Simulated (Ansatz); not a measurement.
Ansatz (a quantum-chemistry and plane-wave program) input (HF/6-31G*):

Ansatz 0.2 input:
```yaml
crystal:
  periodic: [false, false, false]
  atoms:
    - {symbol: F, position_ang: [-1.52244200, -0.83319800, -0.53394400]}
    - {symbol: Si, position_ang: [-0.72998500, 0.27288700, 0.33013100]}
    - {symbol: Si, position_ang: [1.54816000, 0.12168400, -0.15073000]}
    - {symbol: H, position_ang: [-1.23081600, 1.61036900, -0.05946200]}
    - {symbol: H, position_ang: [-1.05620800, 0.01322300, 1.75245800]}
    - {symbol: H, position_ang: [2.28009400, 1.38124800, 0.13680300]}
    - {symbol: H, position_ang: [2.25445400, -1.03005800, 0.46407800]}
basis:
  gaussian:
    orbitals: 6-31G*
hamiltonian:
  xc: {name: HF}
magnetization: {spin_polarized: true, initial_magnetization: 1}
relax: {f_tol: 0.003, max_steps: 120}
```

From the output:

```
617 factors; integrals over basis functions are off by at most 6.0e-4 eV
mean field: 0.20 GiB planned
mean field -18493.17581981 eV, -679.6116762533 hartree, gradient 2.3e-5 eV, S^2 0.757403; 0 other end points of the search recorded, 0 dependent functions left out
the calculation of the forces begins
reference -18493.17581981 eV, -679.6116762533 hartree; 21, 20 occupied and 40, 41 virtual orbitals, 617 factors
relax step   5: F+E_penalty+E_count = -18493.17581981 eV  Δ(F+E_penalty+E_count) = -1.015e-4 eV  max|allowed force component| = 1.772e-2 eV/Å  Δτ_max = 0.0100 Å  (27 SCF iters, accepted)
these checks for a lower state are left out or cut short: starts, cluster_reference, orbital_swaps, neighbouring_geometries, increment
integrals: 0.01 GiB planned
617 factors; integrals over basis functions are off by at most 6.0e-4 eV
mean field: 0.20 GiB planned
mean field -18493.17603395 eV, -679.6116841227 hartree, gradient 1.4e-5 eV, S^2 0.757430; 0 other end points of the search recorded, 0 dependent functions left out
the calculation of the forces begins
reference -18493.17603395 eV, -679.6116841227 hartree; 21, 20 occupied and 40, 41 virtual orbitals, 617 factors
relax step   6: F+E_penalty+E_count = -18493.17603395 eV  Δ(F+E_penalty+E_count) = -2.141e-4 eV  max|allowed force component| = 2.081e-2 eV/Å  Δτ_max = 0.0362 Å  (29 SCF iters, accepted)
these checks for a lower state are left out or cut short: starts, cluster_reference, orbital_swaps, neighbouring_geometries, increment
integrals: 0.01 GiB planned
617 factors; integrals over basis functions are off by at most 6.1e-4 eV
mean field: 0.20 GiB planned
mean field -18493.17625844 eV, -679.6116923727 hartree, gradient 1.5e-5 eV, S^2 0.757337; 0 other end points of the search recorded, 0 dependent functions left out
the calculation of the forces begins
reference -18493.17625844 eV, -679.6116923727 hartree; 21, 20 occupied and 40, 41 virtual orbitals, 617 factors
relax step   7: F+E_penalty+E_count = -18493.17625844 eV  Δ(F+E_penalty+E_count) = -2.245e-4 eV  max|allowed force component| = 1.386e-2 eV/Å  Δτ_max = 0.0221 Å  (28 SCF iters, accepted)
these checks for a lower state are left out or cut short: starts, cluster_reference, orbital_swaps, neighbouring_geometries, increment
integrals: 0.01 GiB planned
617 factors; integrals over basis functions are off by at most 6.1e-4 eV
mean field: 0.20 GiB planned
mean field -18493.17629630 eV, -679.6116937640 hartree, gradient 2.1e-5 eV, S^2 0.757292; 0 other end points of the search recorded, 0 dependent functions left out
the calculation of the forces begins
reference -18493.17629630 eV, -679.6116937640 hartree; 21, 20 occupied and 40, 41 virtual orbitals, 617 factors
relax step   8: F+E_penalty+E_count = -18493.17629630 eV  Δ(F+E_penalty+E_count) = -3.786e-5 eV  max|allowed force component| = 1.259e-2 eV/Å  Δτ_max = 0.0100 Å  (25 SCF iters, accepted)
these checks for a lower state are left out or cut short: starts, cluster_reference, orbital_swaps, neighbouring_geometries, increment
integrals: 0.01 GiB planned
617 factors; integrals over basis functions are off by at most 6.1e-4 eV
mean field: 0.20 GiB planned
mean field -18493.17630937 eV, -679.6116942442 hartree, gradient 1.5e-5 eV, S^2 0.757278; 0 other end points of the search recorded, 0 dependent functions left out
the calculation of the forces begins
reference -18493.17630937 eV, -679.6116942442 hartree; 21, 20 occupied and 40, 41 virtual orbitals, 617 factors
relax step   9: F+E_penalty+E_count = -18493.17630937 eV  Δ(F+E_penalty+E_count) = -1.307e-5 eV  max|allowed force component| = 8.337e-3 eV/Å  Δτ_max = 0.0045 Å  (27 SCF iters, accepted)
these checks for a lower state are left out or cut short: starts, cluster_reference, orbital_swaps, neighbouring_geometries, increment
integrals: 0.01 GiB planned
617 factors; integrals over basis functions are off by at most 6.1e-4 eV
mean field: 0.20 GiB planned
mean field evaluation 64: about -18493.1762 eV, gradient 8.7e-2 eV
mean field -18493.17631725 eV, -679.6116945339 hartree, gradient 1.4e-5 eV, S^2 0.757273; 0 other end points of the search recorded, 0 dependent functions left out
the calculation of the forces begins
reference -18493.17631725 eV, -679.6116945339 hartree; 21, 20 occupied and 40, 41 virtual orbitals, 617 factors
relax step  10: F+E_penalty+E_count = -18493.17631725 eV  Δ(F+E_penalty+E_count) = -7.884e-6 eV  max|allowed force component| = 3.166e-3 eV/Å  Δτ_max = 0.0040 Å  (27 SCF iters, accepted)
these checks for a lower state are left out or cut short: starts, cluster_reference, orbital_swaps, neighbouring_geometries, increment
integrals: 0.01 GiB planned
617 factors; integrals over basis functions are off by at most 6.1e-4 eV
mean field: 0.20 GiB planned
mean field -18493.17631790 eV, -679.6116945575 hartree, gradient 3.2e-5 eV, S^2 0.757277; 0 other end points of the search recorded, 0 dependent functions left out
the calculation of the forces begins
reference -18493.17631790 eV, -679.6116945575 hartree; 21, 20 occupied and 40, 41 virtual orbitals, 617 factors
relax step  11: F+E_penalty+E_count = -18493.17631790 eV  Δ(F+E_penalty+E_count) = -6.424e-7 eV  max|allowed force component| = 1.806e-3 eV/Å  Δτ_max = 0.0008 Å  (22 SCF iters, accepted)
integrals: 0.01 GiB planned
617 factors; integrals over basis functions are off by at most 6.1e-4 eV
mean field: 0.20 GiB planned
mean field -18493.17631790 eV, -679.6116945575 hartree, gradient 3.2e-5 eV, S^2 0.757277; 1 other end points of the search recorded, 0 dependent functions left out
the calculation of the forces begins
reference -18493.17631790 eV, -679.6116945575 hartree; 21, 20 occupied and 40, 41 virtual orbitals, 617 factors
Total energy: -18493.17631790 eV, -679.6116945575 hartree
Atom 0 at    -1.510428    -0.865896    -0.489918 Å, force     0.000456     0.000803     0.000233 eV/Å
Atom 1 at    -0.730482     0.274831     0.319323 Å, force    -0.000728    -0.001806    -0.000780 eV/Å
Atom 2 at     1.553831     0.143001    -0.167774 Å, force     0.000755     0.001229     0.000344 eV/Å
Atom 3 at    -1.252184     1.585970    -0.103730 Å, force     0.000111     0.000232     0.000043 eV/Å
Atom 4 at    -1.022812     0.079430     1.750579 Å, force    -0.000043     0.000363     0.000577 eV/Å
Atom 5 at     2.273496     1.366570     0.246403 Å, force    -0.000316    -0.000654    -0.000402 eV/Å
Atom 6 at     2.231837    -1.047751     0.384451 Å, force    -0.000233    -0.000167    -0.000014 eV/Å
Dipole moment:     0.152609     0.200841     0.125188 e Å
```

The geometry given is a B3LYP-D3(BJ)/def2-TZVP minimum.
